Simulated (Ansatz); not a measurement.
Reaction (formal exchange of groups at the Si–C bond): `C[SiH](Cl)S[SiH2]Cl` + `N=CCF` → `Cl[SiH2]S[SiH2]Cl` + `CC(F)C=N`

Calculated with Ansatz (gas phase, PBE0-D4/def2-TZVP geometries, no zero-point term in ΔE). CCSD(T)/CBS adds triple-zeta CCSD(T) − MP2 to the extrapolated MP2 energy (def2 sets, frozen cores). DFT in def2-TZVPP. One conformer a species, not always the lowest.

(1) Is it downhill or uphill in electronic energy at CCSD(T)/CBS, and by how much? (Best estimate.)

(2) What do these levels give: ωB97X-V, PBE, PBE0, HF/def2-TZVPP, SCS-MP2/def2-QZVPP, HF/CBS(def2)? (An estimate is asked.)

Largest T1 diagnostic among the species: 0.012.

Results:

(1) Computed: Uphill: ΔE = +0.38 eV.

(2) The calculation gave: ωB97X-V 0.37, PBE 0.39, PBE0 0.39, HF/def2-TZVPP 0.33, SCS-MP2/def2-QZVPP 0.37, HF/CBS(def2) 0.33 eV.

The D4 term adds +0.03 eV with B3LYP and +0.02 eV with PBE0; it sums over pairs of atoms, weighted by their polarisabilities, and B3LYP, whose exchange is more repulsive, gets the larger term. In def2-TZVPP, CCSD(T) changes the Hartree–Fock value by +0.04 eV (the triples alone add +0.00 eV) and MP2 by +0.07 eV.

B3LYP here is the variant with VWN-RPA as its local correlation; programs differ in this.
